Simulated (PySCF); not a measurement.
HN2, SMILES [N][NH] (connectivity only; charge and spin as stated), neutral, multiplicity 2. Atoms are numbered in the order given.

```xyz
3

N     -0.1525    -0.4917     0.0000
N      0.0550     0.6543     0.0000
H      0.6825    -1.1383     0.0000
```
Charge 0, spin multiplicity 2.

Geometry: PBE0-D3(BJ)/def2-TZVPD.

These are PySCF 2.14.0 with PBE0-D3(BJ)/def2-TZVPD values and carry that method's errors.

No scaling factor is applied to the harmonic values.

```csv
mode,ν (cm⁻¹),IR (km/mol),moving atoms (share of kinetic energy)
1,1115,96.7,"H 81 %, N 19 %"
2,1916,22.8,N 99 %
3,2833,63.3,H 94 %
```
